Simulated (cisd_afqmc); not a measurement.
Input (AFQMC/CISD/cc-pVTZ; cisd_afqmc is a phaseless AFQMC code with CISD trial states that reads the integrals written by Ansatz):

Ansatz 0.2 input:
```python
import cisd_afqmc

open("ham.yaml", "w").write("""\
crystal:
  periodic: [false, false, false]
  atoms:
    - {symbol: N, position_ang: [0.65381276, -0.36344905, 0.09292485]}
    - {symbol: N, position_ang: [-0.55334661, 0.19623967, -0.12122324]}
    - {symbol: H, position_ang: [1.33458337, 0.39592831, 0.01816656]}
    - {symbol: H, position_ang: [-0.70978965, 1.17949978, 0.06579312]}
    - {symbol: H, position_ang: [-1.32805681, -0.40496239, 0.11412897]}
basis:
  gaussian:
    orbitals: cc-pVTZ
magnetization: {spin_polarized: true, initial_magnetization: 1}
correlation: {method: ccsd, electrons: outside_noble_gas, hamiltonian_folder: ham}
""")
rep = cisd_afqmc.ansatz("ham.yaml")
e_ccsd = rep["correlation"]["coupled_cluster"]["energy"]["hartree"]
out = cisd_afqmc.run("ham", e_ccsd, trial="CISD", walkers=1000, populations=1, threads=12, dt=0.005, steps=40, early=24, settle=10, least=100,
    cut=5e-5, rank_cut=2e-4, target=0.0004, seconds=1000, seed=4, memory=62639, gpu=True)
```

Output:

```
orbitals 100, occupied [7, 6], factors 520 of 593, rank of the doubles 496 of 1215
E(HF) = -110.620930
E(CCSD) on the cut factors = -111.042015, shift to the whole factors -0.000009
Energy of the trial state on the determinant = -111.042003
  tau behind 7.2 of longer steps, mean of the populations' last blocks
   2.0  -111.05955
   4.0  -111.05947
   6.0  -111.05888
   8.0  -111.05751
  10.0  -111.05861
  12.0  -111.05925
  14.0  -111.05866
  16.0  -111.05875
  18.0  -111.05809
  20.0  -111.05904
  22.0  -111.05786
blocks 100 (0 outliers left out), error by blocks joined: 1: 0.00017, 2: 0.00017, 4: 0.00018, 8: 0.00022
E(AFQMC/CISD) = -111.05861 +/- 0.00022
```
